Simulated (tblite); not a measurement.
AuCl, singlet, at a GFN2-xTB geometry (such geometries of metal compounds can be far from the true shape); GFN1-xTB (tblite).

tblite was given this input:
```
$ tblite run mol.xyz --method gfn1 --charge 0 --spin 0 --json tblite.json --no-restart

# file mol.xyz
2

Au    -0.00000000    -0.00000000    -0.39608010
Cl     0.00000000     0.00000000     1.84060754
```

What the program printed (banner, timings and long lists left out):

```
xTB calculator
 | screened Coulomb repulsion
 | Coulomb electrostatics
 |  * isotropic Klopman-Ohno-Mataga-Nishimoto electrostatics
 |  * onsite third-order electrostatics
 | DFT-D3(BJ) dispersion correction

halogen bonding energy    0.0000000000000E+00 Eh
repulsion energy          2.6117369870764E-03 Eh
dispersion energy        -4.1306946850903E-04 Eh
number of electrons       1.8000000000000E+01 e
integral cutoff           2.9451784168471E+01 bohr

------------------------------------------------------------
  cycle        total energy    energy error   density error
------------------------------------------------------------
      1     -8.073751547918  -8.0759502E+00   8.9587199E-01
      2     -8.191864568125  -1.1811302E-01   3.0842595E-01
      3     -8.192087898886  -2.2333076E-04   1.1979215E-01
      4     -8.191608281566   4.7961732E-04   4.3956398E-02
      5     -8.192484521731  -8.7624017E-04   1.0398008E-02
      6     -8.192525537315  -4.1015585E-05   6.5452962E-04
      7     -8.192525573501  -3.6185817E-08   2.2120774E-04
      8     -8.192525592106  -1.8605180E-08   5.7682073E-05
      9     -8.192525593404  -1.2976287E-09   1.1962623E-05
------------------------------------------------------------

electronic energy        -8.1947242609224E+00 Eh
total energy             -8.1925255934038E+00 Eh

Post processing:
 | Mayer-Wiberg bond orders

[Info] JSON dump of results written to 'tblite.json'
```
